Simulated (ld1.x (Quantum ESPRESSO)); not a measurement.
**An all-electron radial function and its pseudo partner (neodymium)**

Columns: radius, all-electron u(r) and pseudo u(r) of the 5s shell (level -40.46 eV) of neodymium in the configuration [Kr] 4d10 4f4 5s2 5p6 5d0 6s2 6p0; revPBE, scalar-relativistic, RRKJ scheme, ld1.x (Quantum ESPRESSO) 7.5.

| r (bohr) | all-electron | pseudo |
| --- | --- | --- |
| 0.118 | 0.0243 | 0.0573 |
| 0.235 | 0.2902 | 0.1173 |
| 0.353 | -0.2437 | 0.1845 |
| 0.470 | -0.5198 | 0.2612 |
| 0.588 | -0.3837 | 0.3516 |
| 0.705 | -0.0434 | 0.4555 |
| 0.822 | 0.3198 | 0.5718 |
| 0.940 | 0.6177 | 0.6943 |
| 1.058 | 0.8206 | 0.8087 |
| 1.175 | 0.9333 | 0.8973 |
| 1.292 | 0.9750 | 0.9469 |
| 1.410 | 0.9640 | 0.9508 |
| 1.528 | 0.9171 | 0.9134 |
| 1.645 | 0.8489 | 0.8485 |
| 1.763 | 0.7688 | 0.7688 |
| 1.880 | 0.6856 | 0.6856 |
| 1.998 | 0.6029 | 0.6029 |
| 2.115 | 0.5252 | 0.5252 |
| 2.232 | 0.4537 | 0.4537 |
| 2.350 | 0.3887 | 0.3887 |
| 2.468 | 0.3311 | 0.3311 |
| 2.585 | 0.2812 | 0.2812 |
| 2.702 | 0.2377 | 0.2377 |
| 2.820 | 0.2001 | 0.2001 |
| 2.938 | 0.1679 | 0.1679 |
| 3.055 | 0.1408 | 0.1408 |

Question: How many radial nodes do the two functions have?

Answer: The all-electron 5s function has n − l − 1 = 4 (the table is too coarse to show those close to the nucleus); the pseudo-wave has 0, since the states of the same l below it are removed with the core.

Question: At about which radius was the pseudo-wave matched?

Answer: 1.85 bohr. The columns agree to 0.0005 from 1.65 bohr on; several derivatives are matched, so the curves merge somewhat inside the radius.

Question: Is the pseudo-wave norm-conserving?

Answer: Yes: the RRKJ scheme keeps the norm inside the radius equal to the all-electron one, which fixes the energy derivative of the logarithmic derivative at the level.
